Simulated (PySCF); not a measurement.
**TDDFT excited states: C7H5FO2**

Compound: C7H5FO2.
InChI=1S/C7H5FO2/c8-7(10)5-1-3-6(9)4-2-5/h1-4,9H

Method used: TDDFT CAM-B3LYP/def2-SVPD, vertical, gas phase, core orbitals frozen in the response in PySCF. Geometry: PBE0-D3(BJ)/def2-SVP, one conformer, isolated molecule. Torsions of this conformer, `[O:1]=[C:2]([F:3])[c:4]1[cH:5][cH:6][c:7]([OH:8])[cH:9][cH:10]1`: O1–C2–C4–C5 180°, H–O8–C7–C6 180°.

**Question.** Predict the UV-vis stick spectrum at this level.

**Answer.** 

```
state  λ (nm)  E (eV)       f  |μ| (D)  symmetry  main configurations (H = HOMO, L = LUMO)
   S1   243.9    5.08  0.0010     0.23         –                  H→L+1 (54%), H-1→L (44%)
   S2   236.9    5.23   0.332     4.09        A′                                 H→L (92%)
   S3   222.7    5.57  0.0001     0.07         –                H-2→L (87%), H-2→L+5 (11%)
   S4   197.3    6.28   0.264     3.33        A′                  H-1→L (54%), H→L+1 (43%)
   S5   194.0    6.39  0.0000     0.04         –                               H→L+2 (93%)
   S6   180.9    6.85   0.562     4.65        A′                             H-1→L+1 (87%)
   S7   171.4    7.24  0.0002     0.08         –                               H→L+3 (90%)
   S8   167.3    7.41  0.0000     0.01         –                               H-4→L (94%)
   S9   166.5    7.45  0.0018     0.25         –                             H-1→L+2 (77%)
  S10   159.7    7.76   0.035     1.10        A′                  H→L+5 (70%), H-3→L (19%)
```

Triplets, Tamm–Dancoff:

```csv
state,E (eV),λ (nm),"main configurations (H = HOMO, L = LUMO)"
T1,3.59,345.3,H→L (87%)
T2,4.51,275.1,"H→L+1 (77%), H-1→L+1 (10%), H-1→L (9%)"
T3,4.61,269.1,H-1→L+1 (78%)
T4,4.72,262.7,"H-1→L (80%), H→L+1 (14%)"
```

The lowest singlet lies at 5.08 eV (244 nm, ultraviolet) and is very weak; its leading configuration is HOMO→LUMO+1 (54%). The most intense listed level is S6 at 6.85 eV (181 nm, f = 0.562), 1.77 eV above S1. Löwdin shares by element: HOMO carbon 48% or more, oxygen 17% or more (atoms not listed hold the other 35%); LUMO carbon 43% or more, oxygen 15% or more (atoms not listed hold the other 42%). Orbital energies (eV): HOMO-3 -11.73, HOMO-2 -10.45, HOMO-1 -9.35, HOMO -8.52, LUMO -0.68, LUMO+1 0.14, LUMO+2 0.74. Weighted by f, the mean energy of these states is 6.30 eV. The listed states span 2.68 eV, and the widest gap between neighbours is 0.71 eV (S3 to S4). All these states lie below the vertical ionisation energy of 9.22 eV (ΔSCF). Symmetry labels in Cs follow from the direction of the transition dipole and are given only for states with f of 0.002 or more. Only the lowest 10 singlets were computed, as vertical energies without vibronic structure.

The run took 3.4 min wall (grids of density and orbitals included) on one thread, x86-64 server, on a shared host.
